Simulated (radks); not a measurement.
Neutral tantalum, 73 electrons, occupied as [Xe] 4f14 5d3 6s2 (the NIST ground configuration). Calculated with a radial shooting solver on a logarithmic mesh with Libxc functionals: Dirac Kohn-Sham, PBE, spin-unpolarised, spherical densities, finite nucleus; open shells fill j = l - 1/2 first; Fermi nuclear charge, rms radius 5.3507 fm. Some entries of the table are withheld. Estimate them.

| orbital | occ. | eigenvalue (eV) | <1/r> (bohr^-1) |
|---|---|---|---|
| 1s1/2 | 2 | -67253.67 | 85.40 |
| 2s1/2 | 2 | -11547.41 | 20.74 |
| 2p1/2 | 2 | -11037.83 | (1) |
| 2p3/2 | 4 | -9767.696 | (2) |
| 3s1/2 | 2 | -2644.842 | (3) |
| 3p1/2 | 2 | -2417.888 | 7.528 |
| 3p3/2 | 4 | -2144.452 | 6.699 |
| 3d3/2 | 4 | -1760.520 | 6.591 |
| 3d5/2 | 6 | -1700.960 | 6.394 |
| 4s1/2 | 2 | -538.8476 | 3.195 |
| 4p1/2 | 2 | -445.1977 | 3.084 |
| 4p3/2 | 4 | -382.2429 | 2.796 |
| 4d3/2 | 4 | (4) | (5) |
| 4d5/2 | 6 | (6) | (7) |
| 5s1/2 | 2 | -72.4080 | 1.221 |
| 5p1/2 | 2 | -45.3182 | 1.089 |
| 5p3/2 | 4 | -36.5931 | 0.9861 |
| 4f5/2 | 6 | -25.3162 | 2.018 |
| 4f7/2 | 8 | -23.3349 | 1.987 |
| 6s1/2 | 2 | -5.3476 | 0.3815 |
| 5d3/2 | 3 | -3.7401 | 0.6049 |
| 5d5/2 | 0 | -3.1687 | 0.5760 |

Answer. 
(1) 2p1/2 <1/r> (bohr^-1): 20.71
(2) 2p3/2 <1/r> (bohr^-1): 17.50
(3) 3s1/2 <1/r> (bohr^-1): 7.612
(4) 4d3/2 eigenvalue (eV): -228.2036
(5) 4d3/2 <1/r> (bohr^-1): 2.578
(6) 4d5/2 eigenvalue (eV): -216.6379
(7) 4d5/2 <1/r> (bohr^-1): 2.509
